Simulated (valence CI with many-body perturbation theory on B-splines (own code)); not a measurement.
Values are calculated unless marked as measured or tabulated.
# Hyperfine factors and g values of Br20+

Level of theory: valence CI with perturbative core correlation (CI+MBPT): five valence electrons over a frozen Dirac-Fock core [Ne], radial functions for each j: 11 s, 11 p, 10 d, 8 f, 5 g, 2 h, with the one-electron correlation potential Σ1, the two-electron term Σ2, the three-electron term Σ3, Breit, model QED; selected CI, second order for the rest, scaled by the run's own slope (own B-spline code, finite nucleus).

No measured levels were compared; by estimate levels of excited configurations hold to 0.05 to 0.15 % of their energy, terms of the ground configuration to about 0.5 %. Among the levels kept, up to 3400 cm⁻¹ of a level comes from second order outside the variational space, and about a tenth of that is noise between levels of different J, which matters for small intervals.

A/g_I is the dipole constant over the nuclear g factor μ/I (μ in nuclear magnetons, uniformly magnetised nucleus), B/Q the quadrupole constant per barn. Both hold the static response of the core; the bare values leave it out. Large factors of s and p1/2 electrons are usually good to 5 to 10 %; those of open d and f shells near neutrality can be off by tens of per cent, and small factors of p3/2, d and f electrons come from cancelling terms and can be off by a factor of two or in sign, in half-filled shells by more. B is blank for J = 1/2, where it vanishes, and for nearly pure S terms. Energies count from the lowest level.

Names give the largest LS component (configuration and term), which can be under half, so a name can repeat, a term be missing and a line seem to break the LS rules; names also repeat where a configuration has a term twice. Letters in brackets count levels of one name in rising energy.

| Level | E (cm⁻¹) | g | A/g_I (MHz) | A/g_I bare | B/Q (MHz/b) | B/Q bare |
| --- | --- | --- | --- | --- | --- | --- |
| 3s²3p³ ⁴S°_3/2 | 0 | 1.783 | 6970 | 7470 | 7820 | 7580 |
| 3s²3p³ ²D°_3/2 | 71069 | 1.105 | 8420 | 8350 | 21000 | 20400 |
| 3s²3p³ ²D°_5/2 | 97140 | 1.198 | 26800 | 26100 | -102 | -96.6 |
| 3s²3p³ ²P°_1/2 | 141420 | 0.663 | 76600 | 73600 |  |  |
| 3s²3p³ ²P°_3/2 | 194880 | 1.242 | 15100 | 14900 | -28900 | -28000 |
| 3s3p⁴ ⁴P_5/2 | 485510 | 1.569 | 56100 | 54600 | 18600 | 18100 |
| 3s3p⁴ ⁴P_3/2 | 530660 | 1.664 | 36200 | 35600 | -18900 | -18300 |
| 3s3p⁴ ⁴P_1/2 | 542290 | 2.594 | 132000 | 128000 |  |  |
| 3s3p⁴ ²D_3/2 | 603740 | 0.931 | -3070 | -2620 | -26700 | -25900 |
| 3s3p⁴ ²D_5/2 | 624280 | 1.226 | 62100 | 59800 | -43400 | -42000 |
| 3s²3p²3d ²P_3/2 [a] | 678910 | 1.122 | 5570 | 6010 | 3900 | 3900 |
| 3s3p⁴ ²S_1/2 | 688820 | 1.228 | 66700 | 64300 |  |  |
| 3s²3p²3d ⁴F_3/2 | 693820 | 0.643 | 7100 | 7060 | 454 | 676 |
| 3s²3p²3d ⁴F_5/2 | 710020 | 1.114 | 3810 | 4160 | 10500 | 10600 |
| 3s²3p²3d ²F_5/2 [a] | 736390 | 0.945 | 20600 | 20200 | -8510 | -8070 |
| 3s²3p²3d ⁴F_7/2 | 743550 | 1.241 | 6450 | 6720 | 6200 | 6430 |
| 3s²3p²3d ⁴D_1/2 [a] | 744770 | 0.733 | 88900 | 85400 |  |  |
| 3s²3p²3d ²F_7/2 [a] | 756420 | 1.245 | 10000 | 10200 | 14900 | 14600 |
| 3s²3p²3d ⁴D_3/2 | 761820 | 1.125 | 10900 | 11100 | -11200 | -10900 |
| 3s²3p²3d ⁴F_9/2 | 770710 | 1.293 | 12000 | 12100 | -8020 | -7290 |
| 3s²3p²3d ⁴D_1/2 [b] | 774150 | 0.780 | 78800 | 75400 |  |  |
| 3s²3p²3d ⁴D_5/2 | 781930 | 1.211 | 12600 | 12600 | -9900 | -9480 |
| 3s²3p²3d ⁴D_7/2 | 824620 | 1.192 | 11400 | 11400 | 15700 | 15400 |
| 3s3p⁴ ²P_3/2 | 840730 | 1.228 | -5920 | -5040 | 8610 | 8440 |
| 3s²3p²3d ²G_7/2 | 849620 | 1.021 | 12700 | 12500 | 28500 | 28100 |
| 3s²3p²3d ⁴P_5/2 | 852590 | 1.524 | 6220 | 6760 | 1680 | 1650 |
| 3s²3p²3d ⁴P_3/2 | 864590 | 1.527 | 11300 | 11700 | -5310 | -5290 |
| 3s²3p²3d ²G_9/2 | 869780 | 1.149 | 10500 | 10500 | 44300 | 43400 |
| 3s²3p²3d ⁴P_1/2 | 870480 | 2.216 | 54500 | 53200 |  |  |
| 3s²3p²3d ²D_3/2 [a] | 887380 | 0.988 | 12800 | 12800 | 7900 | 7780 |
| 3s²3p²3d ²P_1/2 [a] | 905080 | 1.046 | 1760 | 1690 |  |  |
| 3s²3p²3d ²D_5/2 [a] | 918440 | 1.169 | 12200 | 12200 | 1990 | 2130 |
| 3s²3p²3d ²D_3/2 [b] | 939250 | 0.928 | 11500 | 11300 | -6530 | -6470 |
| 3s²3p²3d ²P_1/2 [b] | 945870 | 0.894 | -13600 | -12900 |  |  |
| 3s²3p²3d ²F_5/2 [b] | 946310 | 1.064 | 7940 | 8020 | 8280 | 8350 |
| 3s²3p²3d ²D_5/2 [b] | 959780 | 1.173 | 10300 | 10400 | 26700 | 26000 |
| 3s²3p²3d ²F_7/2 [b] | 978450 | 1.134 | 12900 | 12800 | -4490 | -3990 |
| 3s²3p²3d ²P_3/2 [b] | 990750 | 1.254 | 6840 | 7230 | -7650 | -7380 |
| 3s²3p²3d ²S_1/2 | 998650 | 1.834 | 64400 | 62600 |  |  |
| 3s²3p²3d ²D_3/2 [c] | 1032100 | 0.837 | 8310 | 8390 | 9550 | 9460 |

Question: Take the isotope of mass number 81, with I = 3/2, μ = 2.2686 μN and Q = 0.2579 b. What is the hyperfine structure of 3s²3p³ ²D°_5/2?

Answer: From the table A = 40500 MHz, B = -26.3 MHz. Shifts from the centre of gravity in MHz: F = 1: -213000, F = 2: -132000, F = 3: -10100, F = 4: 152000.
